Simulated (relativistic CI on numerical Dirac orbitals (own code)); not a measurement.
**Hyperfine structure of Mg⁸⁺, mass number 25**

Computed by Dirac-Coulomb-Breit CI, KLI orbitals optimised for each configuration, QED by a radiative potential, unscaled Slater integrals (own radial code, finite nucleus).

Configurations in the expansion (outside the closed core 1s2): 2s2, 2s.2p, 2p2, 2p.3s, 2p.3p, 2s.3s, 2s.3p, 2s.3d, 2s.4s, 2s.4p, 2s.4d, 2s.4f, 3s2, 3s.3p, 3p2. Levels of other configurations are missing.

Nuclear spin I = 5/2, μ = -0.85533 μN, Q = 0.199 b (tables of Stone and Pyykkö). The electronic factors are computed for point nuclear moments, without core polarisation or the Bohr-Weisskopf and QED corrections.

```
      Level  E (cm⁻¹)  A (MHz)   B (MHz)
2s.2p 3P°_1    142782    -5060      -423
2s.2p 3P°_2    145216    -4034       841
2s.2p 1P°_1    284714    -1332       838
   2p2 3P_1    369918    11.68       413
   2p2 3P_2    372072   -894.4      -827
   2p2 1D_2    412328    -1406      1640
 2s.3s 3S_1   1530964    -8788  -0.00224
2s.3p 1P°_1   1596083    -2097       275
```

Levels with J = 0, under 50 % of one LS term, or S terms without an open s electron are left out. Small factors come from cancelling terms and can be off by tens of per cent or more.

At this charge configurations can still be misplaced by up to about 7 % of their energy.

Q: Give the hyperfine levels of 2s.2p 3P°_1 relative to its centre of gravity.

A: With K = F(F + 1) − I(I + 1) − J(J + 1), E = AK/2 + B[¾K(K + 1) − I(I + 1)J(J + 1)]/[2I(2I − 1)J(2J − 1)]: F = 3/2: 17410, F = 5/2: 5398, F = 7/2: -12760 MHz.
